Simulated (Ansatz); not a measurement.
Gas-phase electronic energies from Ansatz, PBE0-D4/def2-TZVP geometries. CCSD(T)/CBS is the MP2 limit (def2-TZVPP, def2-QZVPP) plus CCSD(T) − MP2 in def2-TZVPP, frozen cores. Functionals use def2-TZVPP. B3LYP here is the variant with VWN-RPA as its local correlation; programs differ in this. Each species was taken in one conformer, which may not be the lowest.

Consider the formal exchange of groups at a B–B bond: `BB(O)S` + `COC=N` → `BOC=N` + `CB(O)S`.

```json
{"level": "BLYP-D4", "ΔE (kJ/mol)": "-219.5"}
{"level": "ωB97X-V", "ΔE (kJ/mol)": "-223.0"}
{"level": "revPBE", "ΔE (kJ/mol)": "-213.0"}
{"level": "BLYP", "ΔE (kJ/mol)": "-219.4"}
{"level": "r2SCAN", "ΔE (kJ/mol)": "-224.4"}
{"level": "B3LYP", "ΔE (kJ/mol)": "-224.3"}
{"level": "r2SCANh", "ΔE (kJ/mol)": "-226.2"}
{"level": "CCSD/def2-SVP", "ΔE (kJ/mol)": "-239.8"}
```

(1) What does CCSD(T)/CBS give? (Estimate.)

Largest T1 diagnostic among the species: 0.015.

## Answers

(1) The calculation gave: -230.1 kJ/mol. The listed levels differ from it by 10.6, 7.1, 17.1, 10.7, 5.7, 5.8, 3.9, -9.7 kJ/mol.

From r2SCAN to r2SCAN0 (25 % exact exchange), in def2-TZVPP and without D4, ΔE moves by −4.2 kJ/mol. At CCSD(T), def2-SVP lies −9.6 kJ/mol from the extrapolated value and def2-TZVPP +0.6 kJ/mol. Leaving LDA and LC-ωPBE aside and taking each functional with its dispersion term where it has one, the values, not all of them listed here, spread over 18.6 kJ/mol, from ωB97M-V to revPBE-D4. LDA lies −6.9 kJ/mol from PBE without D4.
